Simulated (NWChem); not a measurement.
System: CH5NOSi2; SMILES O[Si@@H]1C=N[SiH2]1

The following NWChem deck was run.

```
start job
memory heap 200 mb stack 900 mb global 1100 mb
geometry units angstroms noautoz
  O     -0.268466     2.295151    -0.514034
  Si     0.030074     0.900378     0.348405
  C      1.460613    -0.319634    -0.061096
  N      0.973301    -1.510839    -0.062549
  Si    -0.817893    -1.263671     0.003631
  H     -0.444180     2.195413    -1.454566
  H      0.125399     1.364364     1.764303
  H      2.551212    -0.171947    -0.191652
  H     -1.511637    -2.083801     1.043852
  H     -1.421119    -1.589568    -1.325242
end
basis spherical
  * library 6-31g*
end
dft
  xc b3lyp
  iterations 150
  mulliken
end
task dft energy
```

NWChem printed, in part:

```
             Northwest Computational Chemistry Package (NWChem) 7.3.0
             --------------------------------------------------------

 C1  symmetry detected

                             Geometry "geometry" -> ""
                             -------------------------

 Output coordinates in angstroms (scale by  1.889725989 to convert to a.u.)

  No.       Tag          Charge          X              Y              Z
 ---- ---------------- ---------- -------------- -------------- --------------
    1 O                    8.0000    -0.26673370     2.31435526    -0.38675172
    2 Si                  14.0000     0.02185849     0.87166198     0.39661890
    3 C                    6.0000     1.42140431    -0.35057332    -0.10335563
    4 N                    7.0000     0.91198235    -1.53129473    -0.15655948
    5 Si                  14.0000    -0.87272070    -1.25625437    -0.04238600
    6 H                    1.0000    -0.46193131     2.26666235    -1.32752098
    7 H                    1.0000     0.15243706     1.25981871     1.83238372
    8 H                    1.0000     2.51192479    -0.21562294    -0.24763304
    9 H                    1.0000    -1.56198627    -2.11684200     0.96769101
   10 H                    1.0000    -1.50680603    -1.50206174    -1.37411737

 Effective nuclear repulsion energy (a.u.)     273.3233292424

                                 NWChem DFT Module
                                 -----------------

 Summary of "ao basis" -> "ao basis" (spherical)
 ------------------------------------------------------------------------------
       Tag                 Description            Shells   Functions and Types
 ---------------- ------------------------------  ------  ---------------------
 O                           6-31g*                  6       14   3s2p1d
 Si                          6-31g*                  8       18   4s3p1d
 C                           6-31g*                  6       14   3s2p1d
 N                           6-31g*                  6       14   3s2p1d
 H                           6-31g*                  2        2   2s

            General Information
            -------------------
          SCF calculation type: DFT
          Wavefunction type:  closed shell.
          No. of atoms     :    10
          No. of electrons :    54
           Alpha electrons :    27
            Beta electrons :    27
          Charge           :     0
          Spin multiplicity:     1
          Use of symmetry is: off; symmetry adaption is: off
          Maximum number of iterations: 150
          AO basis - number of functions:    88
                     number of shells:    44
          Convergence on energy requested:  1.00D-06
          Convergence on density requested:  1.00D-05
          Convergence on gradient requested:  5.00D-04

              XC Information
              --------------
                         B3LYP Method XC Potential
                     Hartree-Fock (Exact) Exchange  0.200
                        Slater Exchange Functional  0.800 local
                    Becke 1988 Exchange Functional  0.720 non-local
              Lee-Yang-Parr Correlation Functional  0.810
                  VWN I RPA Correlation Functional  0.190 local

             Grid Information
             ----------------
          Grid used for XC integration:  medium
          Radial quadrature: Mura-Knowles
          Angular quadrature: Lebedev.
          Tag              B.-S. Rad. Rad. Pts. Rad. Cut. Ang. Pts.
          ---              ---------- --------- --------- ---------
          O                   0.60       49          11.0       434
          Si                  1.10       88          10.0       590
          C                   0.70       49          10.0       434
          N                   0.65       49          11.0       434
          H                   0.35       45          12.0       434
          Grid pruning is: on
          Number of quadrature shells:   548
          Spatial weights used:  Erf1

      Superposition of Atomic Density Guess
      -------------------------------------

 Sum of atomic energies:        -746.83412236

      Non-variational initial energy
      ------------------------------

 Total energy =    -748.861114
 1-e energy   =   -1575.007471
 2-e energy   =     552.823028
 HOMO         =      -0.258059
 LUMO         =      -0.048356

     ---------------------------------------------
      Total Density - Mulliken Population Analysis
     ---------------------------------------------

    Atom       Charge   Shell Charges
 -----------   ------   -------------------------------------------------------
    1 O    8     9.02   2.00  0.93  3.14  0.90  2.03  0.01
    2 Si  14    13.21   2.00  2.00  5.97  0.96  1.45  0.29  0.38  0.17
    3 C    6     5.97   2.00  0.73  1.68  0.63  0.87  0.05
    4 N    7     7.79   2.00  0.86  2.46  0.90  1.54  0.03
    5 Si  14    13.58   2.00  2.00  5.97  1.00  1.61  0.33  0.54  0.13
    6 H    1     0.44   0.35  0.09
    7 H    1     1.06   0.47  0.59
    8 H    1     0.81   0.47  0.34
    9 H    1     1.06   0.47  0.59
   10 H    1     1.06   0.47  0.59

   convergence    iter        energy       DeltaE   RMS-Dens  Diis-err
 ---------------- ----- ----------------- --------- --------- ---------
 d= 0,ls=0.0,diis     1   -749.9673771728 -1.02D+03  1.75D-02  7.99D-01
 d= 0,ls=0.0,diis     2   -749.8306336445  1.37D-01  1.11D-02  2.12D+00
 d= 0,ls=0.0,diis     3   -750.0584084077 -2.28D-01  2.26D-03  5.89D-02
 d= 0,ls=0.0,diis     4   -750.0624518289 -4.04D-03  1.29D-03  2.41D-02
 d= 0,ls=0.0,diis     5   -750.0650999783 -2.65D-03  2.69D-04  8.34D-04
  Resetting Diis
 d= 0,ls=0.0,diis     6   -750.0651903584 -9.04D-05  8.06D-05  4.09D-05
 d= 0,ls=0.0,diis     7   -750.0651964241 -6.07D-06  3.95D-05  3.74D-06
 d= 0,ls=0.0,diis     8   -750.0651958568  5.67D-07  2.39D-05  7.65D-06
 d= 0,ls=0.0,diis     9   -750.0651969378 -1.08D-06  3.07D-06  1.81D-07
 d= 0,ls=0.0,diis    10   -750.0651969570 -1.92D-08  9.50D-07  6.88D-09

         Total DFT energy =     -750.065196956969
      One electron energy =    -1578.859679234408
           Coulomb energy =      620.193727943266
    Exchange-Corr. energy =      -64.722574908243
 Nuclear repulsion energy =      273.323329242416

 Numeric. integr. density =       54.000014495017

                       DFT Final Molecular Orbital Analysis
                       ------------------------------------

 Vector   25  Occ=2.000000D+00  E=-3.215065D-01
              MO Center=  1.7D-01, -1.1D+00, -1.4D-01, r^2= 3.5D+00
   Bfn.  Coefficient  Atom+Function         Bfn.  Coefficient  Atom+Function
  ----- ------------  ---------------      ----- ------------  ---------------
    51      0.340713   4 N  pz               37      0.309039   3 C  pz
    88      0.235079  10 H  s                55      0.233350   4 N  pz
    41      0.206079   3 C  pz               86     -0.205836   9 H  s
    69     -0.192782   5 Si pz               87      0.172582  10 H  s
    85     -0.148598   9 H  s                65      0.079884   5 Si pz

 Vector   26  Occ=2.000000D+00  E=-2.705636D-01
              MO Center= -3.3D-01, -3.1D-02,  9.9D-02, r^2= 3.6D+00
   Bfn.  Coefficient  Atom+Function         Bfn.  Coefficient  Atom+Function
  ----- ------------  ---------------      ----- ------------  ---------------
    68      0.370500   5 Si py               21     -0.277905   2 Si px
     3      0.221646   1 O  px               70      0.201683   5 Si s
    38     -0.190072   3 C  s                 7      0.184460   1 O  px
    22     -0.179059   2 Si py               35      0.174248   3 C  px
    86     -0.163199   9 H  s                66      0.159262   5 Si s

 Vector   27  Occ=2.000000D+00  E=-2.329302D-01
              MO Center=  8.4D-01, -8.3D-01, -6.4D-02, r^2= 3.0D+00
   Bfn.  Coefficient  Atom+Function         Bfn.  Coefficient  Atom+Function
  ----- ------------  ---------------      ----- ------------  ---------------
    50     -0.347510   4 N  py               49      0.323285   4 N  px
    54     -0.261127   4 N  py               53      0.230890   4 N  px
    84     -0.204641   8 H  s                67     -0.201172   5 Si px
    20      0.191100   2 Si s                52      0.191028   4 N  s
    24      0.176293   2 Si s                22     -0.174660   2 Si py

 Vector   28  Occ=0.000000D+00  E=-4.427158D-02
              MO Center=  8.7D-01, -4.5D-01, -8.0D-02, r^2= 3.0D+00
   Bfn.  Coefficient  Atom+Function         Bfn.  Coefficient  Atom+Function
  ----- ------------  ---------------      ----- ------------  ---------------
    55      0.451934   4 N  pz               51      0.411865   4 N  pz
    41     -0.402587   3 C  pz               27     -0.391967   2 Si pz
    37     -0.351225   3 C  pz               82      0.307214   7 H  s
     6     -0.270451   1 O  s                26      0.228693   2 Si py
    73      0.143471   5 Si pz               88      0.144113  10 H  s

 Vector   29  Occ=0.000000D+00  E=-3.282014D-03
              MO Center= -7.1D-01, -5.9D-01,  7.1D-02, r^2= 5.4D+00
   Bfn.  Coefficient  Atom+Function         Bfn.  Coefficient  Atom+Function
  ----- ------------  ---------------      ----- ------------  ---------------
    72      0.696104   5 Si py               26      0.613008   2 Si py
    70      0.596296   5 Si s                71     -0.579647   5 Si px
    52      0.471454   4 N  s                24     -0.450775   2 Si s
    88     -0.434742  10 H  s                 6     -0.305528   1 O  s
    22      0.244525   2 Si py               67     -0.232322   5 Si px

 Vector   30  Occ=0.000000D+00  E= 6.953035D-03
              MO Center= -3.9D-01, -8.5D-02, -1.7D-01, r^2= 5.1D+00
   Bfn.  Coefficient  Atom+Function         Bfn.  Coefficient  Atom+Function
  ----- ------------  ---------------      ----- ------------  ---------------
    73      0.549496   5 Si pz               24     -0.515142   2 Si s
     6      0.490901   1 O  s                86     -0.477223   9 H  s
    27      0.344335   2 Si pz               88      0.333062  10 H  s
    80     -0.281548   6 H  s                41     -0.279265   3 C  pz
    71     -0.267162   5 Si px               52      0.241200   4 N  s

     ---------------------------------------------
      Total Density - Mulliken Population Analysis
     ---------------------------------------------

    Atom       Charge   Shell Charges
 -----------   ------   -------------------------------------------------------
    1 O    8     8.69   2.00  0.90  2.94  0.94  1.89  0.02
    2 Si  14    13.47   2.00  2.00  5.96  0.98  1.73  0.24  0.33  0.24
    3 C    6     6.12   2.00  0.70  1.96  0.59  0.82  0.05
    4 N    7     7.41   2.00  0.82  2.35  0.92  1.29  0.03
    5 Si  14    13.69   2.00  2.00  5.96  1.03  1.86  0.28  0.40  0.17
    6 H    1     0.57   0.47  0.10
    7 H    1     1.06   0.51  0.55
    8 H    1     0.85   0.53  0.33
    9 H    1     1.07   0.51  0.56
   10 H    1     1.06   0.51  0.56

     -------------------------------------------
      Total Density - Lowdin Population Analysis
     -------------------------------------------

    Atom       Charge   Shell Charges
 -----------   ------   -------------------------------------------------------
    1 O    8     8.52   1.99  0.87  2.79  0.72  2.12  0.03
    2 Si  14    13.60   2.00  1.98  5.88  0.67  1.58  0.37  0.78  0.34
    3 C    6     6.21   1.99  0.58  1.78  0.46  1.28  0.11
    4 N    7     7.28   1.99  0.74  2.21  0.61  1.66  0.06
    5 Si  14    13.75   2.00  1.98  5.88  0.72  1.69  0.39  0.86  0.23
    6 H    1     0.66   0.44  0.23
    7 H    1     1.04   0.50  0.53
    8 H    1     0.87   0.50  0.38
    9 H    1     1.03   0.50  0.54
   10 H    1     1.03   0.50  0.54

     Multipole analysis of the density
     ---------------------------------

     L   x y z        total         alpha         beta         nuclear
     -   - - -        -----         -----         ----         -------
     0   0 0 0     -0.000000    -27.000000    -27.000000     54.000000

     1   1 0 0     -0.337455     -0.168728     -0.168728      0.000000
     1   0 1 0      0.450367      0.225183      0.225183      0.000000
     1   0 0 1     -0.420508     -0.210254     -0.210254      0.000000

     2   2 0 0    -32.053189    -88.233189    -88.233189    144.413188
     2   1 1 0      1.793347     -2.826112     -2.826112      7.445571
     2   1 0 1      0.632517     -0.421396     -0.421396      1.475309
     2   0 2 0    -38.621993   -209.008711   -209.008711    379.395430
     2   0 1 1     -2.823540     -0.856156     -0.856156     -1.111229
     2   0 0 2    -31.048317    -36.353494    -36.353494     41.658672
```

Level: B3LYP/6-31G* (spherical d). Structure relaxed at the PBE0/def2-SVP level.
